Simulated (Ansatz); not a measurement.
Total energies of C2H6ClGeN, SMILES `[CH3][GeH2][C](=N)Cl`.

| atom | x (Å) | y (Å) | z (Å) |
| --- | --- | --- | --- |
| C1 | 0.117 | 0.605 | -1.623 |
| Ge2 | -0.779 | 0.066 | 0.016 |
| C3 | 0.531 | -0.780 | 1.235 |
| N4 | 0.836 | -0.488 | 2.412 |
| Cl5 | 1.370 | -2.137 | 0.487 |
| H6 | 0.567 | -0.268 | -2.096 |
| H7 | 0.900 | 1.331 | -1.403 |
| H8 | -0.598 | 1.054 | -2.313 |
| H9 | -1.891 | -0.960 | -0.253 |
| H10 | -1.345 | 1.267 | 0.800 |
| H11 | 0.291 | 0.310 | 2.739 |

The species carries charge 0 and has multiplicity 1. Correlated methods include outer-core shells of Ge, which these sets cover unevenly. Scalar relativity is left out up to krypton. The structure was optimised at the PBE0-D4/def2-TZVP level. It is one conformer, not always the lowest. Basis def2-TZVPP, the Gaussian-basis code of Ansatz.

RPA on PBE orbitals: Hartree–Fock energy of these orbitals -2668.51710 Eh, correlation -1.59985 Eh (frozen core).

```
             functional  energy without D4 (Eh)  D4 term (kJ/mol)
                    PBE             -2671.15376             -25.3
                   BLYP             -2671.82427             -54.8
                 B97M-V             -2671.31774                 –
                   PBE0             -2671.25493             -21.5
                r2SCAN0             -2671.67159              -7.4
HSE06 (plane-wave form)             -2671.24016             -20.2
                LC-ωPBE             -2671.34258                 –
                ωB97X-V             -2671.53144                 –
                ωB97M-V             -2671.62732                 –
                 B2PLYP             -2671.21468                 –
```

(1) Give the same for LDA (SPW92), revPBE, r2SCAN, B3LYP, r2SCANh, BHLYP, CAM-B3LYP, PBE-QIDH. (Best estimate.)

B3LYP takes the VWN-RPA correlation (the form of Gaussian; ORCA's B3LYP/G). HSE06 is the plane-wave form, built on full-range PBE exchange. The double hybrids freeze the cores in their second-order part.

## Answers

(1) Computed: 
| functional | energy without D4 (Eh) | D4 term (kJ/mol) |
| --- | --- | --- |
| LDA (SPW92) | -2665.98896 | – |
| revPBE | -2671.54777 | -72.1 |
| r2SCAN | -2671.71281 | -6.3 |
| B3LYP | -2671.89570 | -40.9 |
| r2SCANh | -2671.69564 | -6.7 |
| BHLYP | -2671.72094 | -32.5 |
| CAM-B3LYP | -2671.89183 | -22.1 |
| PBE-QIDH | -2670.82414 | – |

LC-ωPBE has ω = 0.4 bohr⁻¹.
